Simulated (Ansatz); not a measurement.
`O=C=NP` and `O=C=[N][SnH2][Cl]` differ in one atom or group.

Ansatz, PBE0-D4/def2-TZVP geometries, multiplicity 1. Each molecule was computed in one conformer, which needn't be the lowest.

Elements past krypton have def2 core potentials.

| property | `O=C=NP` |
| --- | --- |
| size of the dipole moment (B3LYP/def2-TZVPP) / D | 2.20 |
| HOMO energy (PBE0/def2-TZVPP) / eV | -7.52 |
| HOMO–LUMO gap (ωB97M-V/def2-TZVPP) / eV | 11.18 |
| HOMO energy (B3LYP/def2-TZVPP) / eV | -7.33 |
| HOMO energy (PBE/def2-TZVPP) / eV | -6.34 |
| LUMO energy (ωB97M-V/def2-TZVPP) / eV | 1.53 |

(1) What does the change do to each property? (Best estimate.)

## Answers

(1) Ansatz gave: 
```tsv
property	`O=C=[N][SnH2][Cl]`	shift
size of the dipole moment (B3LYP/def2-TZVPP) / D	3.58	1.38
HOMO energy (PBE0/def2-TZVPP) / eV	-8.56	-1.04
HOMO–LUMO gap (ωB97M-V/def2-TZVPP) / eV	11.32	0.14
HOMO energy (B3LYP/def2-TZVPP) / eV	-8.31	-0.98
HOMO energy (PBE/def2-TZVPP) / eV	-7.17	-0.83
LUMO energy (ωB97M-V/def2-TZVPP) / eV	0.54	-0.99
```

With PBE0 the HOMO falls by 1.04 eV and the LUMO falls by 0.89 eV, so the gap widens by about 0.15 eV. PBE moves the HOMO by -0.83 eV and ωB97M-V by -1.13 eV. The zero-point energy changes by -7.7 kJ/mol with +3 modes. Dipoles are sizes alone; their direction can turn.

B3LYP here is the variant with VWN-RPA as its local correlation; programs differ in this.
